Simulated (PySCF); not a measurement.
C₂H₇N₂, SMILES N[CH]CN, multiplicity 2.

Coordinates come from a B3LYP-D3(BJ)/def2-SVP optimisation. The isomer is the one that the SMILES or the coordinates give; other isomers of the formula were not compared. One conformer was computed; it need not be the lowest.

Level of theory: B3LYP-D3(BJ)/def2-SVP (PySCF).

Harmonic, unscaled wavenumbers; measured fundamentals usually lie a few per cent lower.

Computed harmonic wavenumbers and intensities:
| mode | ν (cm⁻¹) | IR (km/mol) | moving atoms (share of kinetic energy) |
|---|---|---|---|
| 1 | 193 | 9.4 | N 45 %, H 36 %, C 19 % |
| 2 | 301 | 21.0 | H 90 % |
| 3 | 314 | 15.6 | H 48 %, N 36 %, C 15 % |
| 4 | 404 | 59.4 | H 78 %, C 14 %, N 9 % |
| 5 | 520 | 14.8 | H 64 %, C 24 %, N 11 % |
| 6 | 660 | 50.1 | H 51 %, C 34 %, N 14 % |
| 7 | 740 | 203.4 | H 80 %, N 19 % |
| 8 | 837 | 95.0 | H 82 %, N 13 % |
| 9 | 914 | 9.4 | C 49 %, H 34 %, N 17 % |
| 10 | 965 | 21.6 | H 63 %, C 26 %, N 11 % |
| 11 | 1053 | 20.5 | H 42 %, C 30 %, N 28 % |
| 12 | 1146 | 10.4 | H 72 %, C 18 %, N 10 % |
| 13 | 1151 | 1.1 | H 86 %, C 10 % |
| 14 | 1271 | 6.4 | H 52 %, C 27 %, N 20 % |
| 15 | 1330 | 1.2 | H 73 %, C 16 %, N 11 % |
| 16 | 1392 | 21.2 | H 69 %, C 28 % |
| 17 | 1450 | 3.8 | C 52 %, H 43 % |
| 18 | 1467 | 2.9 | H 93 % |
| 19 | 1592 | 56.4 | H 82 %, N 14 % |
| 20 | 1619 | 32.8 | H 90 %, N 8 % |
| 21 | 2911 | 92.0 | H 94 % |
| 22 | 2969 | 76.6 | H 92 %, C 8 % |
| 23 | 3169 | 25.1 | H 92 %, C 8 % |
| 24 | 3482 | 1.9 | H 96 % |
| 25 | 3502 | 16.5 | H 96 % |
| 26 | 3567 | 0.2 | H 92 %, N 8 % |
| 27 | 3620 | 21.9 | H 91 %, N 9 % |
